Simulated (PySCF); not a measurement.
**In⁺ (indium, charge +1) across methods**

[Kr] 4d10 5s2, closed-shell 1S. Calculation: PySCF 2.14, in x2c-TZVPPall; scalar relativity by spin-free X2C-1e. The B2PLYP total includes its PT2 part (frozen core); its orbital energies are those of the SCF part.

| method | E (hartree) | mean ε 4p (eV) | mean ε 4d (eV) | mean ε 5s (eV) | Σ⟨r²⟩ (bohr²) | ⟨S²⟩ |
| --- | --- | --- | --- | --- | --- | --- |
| PBE0 | -5880.36 | -90.764 | -28.588 | -15.733 | 40.66 | 0.000 |
| r2SCAN | -5880.71 | -88.030 | -26.743 | -15.106 | 40.56 | 0.000 |
| B2PLYP | -5880.03 | -95.951 | -30.899 | -16.433 | 40.98 | 0.000 |
| wB97M-V | -5880.30 | -93.223 | -31.097 | -17.882 | 40.81 | 0.000 |
| CAM-B3LYP | -5881.02 | -91.769 | -29.977 | -17.156 | 40.76 | 0.000 |
| UHF | -5878.04944 | -104.77 | -34.907 | -17.309 | 41.43 | 0.000 |
| PBE | -5880.29 | -85.699 | -26.125 | -14.917 | 40.64 | 0.000 |
| M06-L | -5880.62 | -88.244 | -26.533 | -14.651 | 40.39 | 0.000 |

(1) Estimate the same row for LDA.

## Answers

(1) E (hartree) = -5874.87; mean ε 4p (eV) = -85.727; mean ε 4d (eV) = -26.304; mean ε 5s (eV) = -15.293; Σ⟨r²⟩ (bohr²) = 40.49; ⟨S²⟩ = 0.000.
